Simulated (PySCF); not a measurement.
```xyz
8
charge 0 multiplicity 1, angstrom
Mn   -0.0144    0.0137   -0.0648
H     0.8035    1.0679    0.7796
H     1.3066    0.3109   -0.8699
H     1.1038   -1.0172    0.3779
H     0.0533    0.9620    1.2388
H    -1.6274   -0.0454    0.3597
H    -1.2486   -0.7404    0.7161
H     0.4060   -1.2480    0.8721
```

All numbers come from PBE0 in PySCF with Mn def2-TZVP, H def2-TZVP; no relativity; density-fitted integrals.

This geometry of MnH₇ is a stationary point at this level.

(1) What is the point group?

(2) Is it a minimum?

(3) List the harmonic modes with their infrared intensities.

(4) Give the atomic charges and bond orders.

(5) Give the ideal-gas entropy at 298.15 K and 1 bar by parts.

Answers

(1) C1.

(2) Yes: all harmonic wavenumbers are real.

(3) 
```tsv
symmetry	ω (cm⁻¹)	IR (km/mol)
a	148	1.6
a	550	55.9
a	561	14.4
a	593	28.1
a	637	78.4
a	663	40.1
a	724	31.4
a	764	7.8
a	1113	141
a	1152	116
a	1178	103
a	1784	30.3
a	1847	276
a	1924	16.0
a	1963	3.4
a	2613	197
a	2667	168
a	2768	419
```

(4) 
| atom | Mulliken | Löwdin | polar tensor | Mayer order to Mn1 |
| --- | --- | --- | --- | --- |
| Mn1 | -0.36 | -0.61 | -0.39 | – |
| H2 | 0.10 | 0.13 | 0.15 | 0.46 |
| H3 | -0.07 | -0.08 | -0.24 | 0.86 |
| H4 | 0.11 | 0.14 | 0.15 | 0.47 |
| H5 | 0.04 | 0.11 | 0.03 | 0.47 |
| H6 | 0.04 | 0.09 | 0.05 | 0.45 |
| H7 | 0.10 | 0.12 | 0.22 | 0.41 |
| H8 | 0.03 | 0.11 | 0.04 | 0.46 |
Other Mayer orders above 0.3: H–H 0.51 (×3).

(5) translation 160.3, rotation 79.4, vibration 23.7, spin 0.0; total 263.4 J/(mol K).

Stability towards spin polarisation was not tested. Only a few start shapes were tried, so a lower isomer may exist.
